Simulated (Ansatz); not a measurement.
Several settings on one geometry of Ga₇N₇, a nanocrystal cut from zinc blende GaN (bare) (that of the charge 0 singlet, r2SCAN-D4/def2-SVP). Ansatz on 2 threads of AMD EPYC 7R13 on a shared host and a share (18 GiB) of an NVIDIA H100 80GB HBM3; times are rough.

```xyz
14

N     0.5700   -2.8178    0.5823
N    -1.8314    1.8464   -1.8381
N     0.5199   -0.5269   -1.7440
N    -1.7467   -0.5171    0.5250
N     0.5789   -0.5837    2.8157
N     0.5316    1.7414    0.5233
N     2.8144   -0.5938    0.5790
Ga   -2.6437    0.6088   -0.5948
Ga   -0.4033   -1.6125   -0.3950
Ga    1.5690   -1.5799    1.5743
Ga   -0.5945    0.5996   -2.6474
Ga   -0.5854    2.6493   -0.5968
Ga    1.6151    0.3882   -0.3971
Ga   -0.3941    0.3978    1.6137
```

Totals from different functionals, basis sets or treatments of relativity can't be compared as stabilities.

DK, ANO-RCC and x2c sets are all-electron and run with scalar relativity unless a key says otherwise. Correlated methods freeze 70 core orbitals; core or outer-core shells of Ga are correlated, in sets that lack core-valence functions.

At PBE0-D4/def2-TZVP a triplet lies 1.19 eV below the restricted singlet of charge 0.

The spins typed aren't always the lowest for that charge.

Problem. Give the basis size and estimate the energy, ⟨S²⟩ and time of these runs.

```json
{"run": "1", "method": "UKS B97/ANO-RCC-VTZP", "charge": "0", "state": "triplet", "further keys": "fitting: {mean_field: def2-universal-jkfit}; scf: {omitted_lower_state_checks: [starts]}"}
{"run": "2", "method": "UHF, mp2/pcseg-2", "charge": "-1", "state": "doublet", "further keys": "fitting: {mean_field: def2-universal-jkfit}; scf: {omitted_lower_state_checks: [starts]}"}
{"run": "3", "method": "UKS r2SCAN0-D3(BJ)/pcseg-2", "charge": "0", "state": "singlet", "further keys": "fitting: {mean_field: def2-universal-jkfit}; pseudopotentials: {relativity: none}; scf: {lower_state_search: off}"}
```

Solution. 
| run | functions | energy (Eh) | ⟨S²⟩ | wall time |
| --- | --- | --- | --- | --- |
| 1 | 511 | -13989.8814 | 2.20 | 60 s |
| 2 | 511 | -13846.4284 | 2.80 | 12 s |
| 3 | 511 | -13856.9902 | 2.43 | 25 s |

The highest occupied level of an anion often lies above zero with these methods, and sets without diffuse functions describe the outer electron poorly. At UKS B97/ANO-RCC-VTZP the charge 0 triplet is spin-contaminated (final ⟨S²⟩ up to 2.20, 2.00 for a pure state). At UHF, mp2/pcseg-2 the charge -1 doublet is spin-contaminated (final ⟨S²⟩ up to 2.80, 0.75 for a pure state). At UKS r2SCAN0-D3(BJ)/pcseg-2 the unrestricted singlet has broken spin symmetry (⟨S²⟩ up to 2.43).
